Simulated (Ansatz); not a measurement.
`C#[C][Zr]([OH])([F])[Cl]` and `CC[O][Zr]([OH])([F])[Cl]` differ in one atom or group.

Ansatz, PBE0-D4/def2-TZVP geometries, multiplicity 1. Each molecule was computed in one conformer, which needn't be the lowest.

Elements past krypton have def2 core potentials.

```
                                      property  `C#[C][Zr]([OH])([F])[Cl]`
           HOMO–LUMO gap (PBE/def2-TZVPP) / eV                        4.36
         HOMO–LUMO gap (B3LYP/def2-TZVPP) / eV                        5.89
             HOMO energy (PBE/def2-TZVPP) / eV                       -7.14
            HOMO energy (PBE0/def2-TZVPP) / eV                       -8.36
         LUMO energy (ωB97M-V/def2-TZVPP) / eV                        0.04
zero-point energy (PBE0-D4/def2-TZVP) / kJ/mol                        88.5
```

(1) What does the change do to each property? (Estimate.)

Results:

(1) The calculation gave: 
```tsv
property	`CC[O][Zr]([OH])([F])[Cl]`	shift
HOMO–LUMO gap (PBE/def2-TZVPP) / eV	5.72	1.36
HOMO–LUMO gap (B3LYP/def2-TZVPP) / eV	7.58	1.69
HOMO energy (PBE/def2-TZVPP) / eV	-7.12	0.02
HOMO energy (PBE0/def2-TZVPP) / eV	-8.59	-0.23
LUMO energy (ωB97M-V/def2-TZVPP) / eV	0.62	0.58
zero-point energy (PBE0-D4/def2-TZVP) / kJ/mol	225.3	136.8
```

With PBE0 the HOMO falls by 0.23 eV and the LUMO rises by 1.46 eV, so the gap widens by about 1.69 eV. PBE moves the HOMO by 0.02 eV and ωB97M-V by -0.32 eV. The zero-point energy changes by 136.8 kJ/mol with +15 modes.

B3LYP here is the variant with VWN-RPA as its local correlation; programs differ in this.
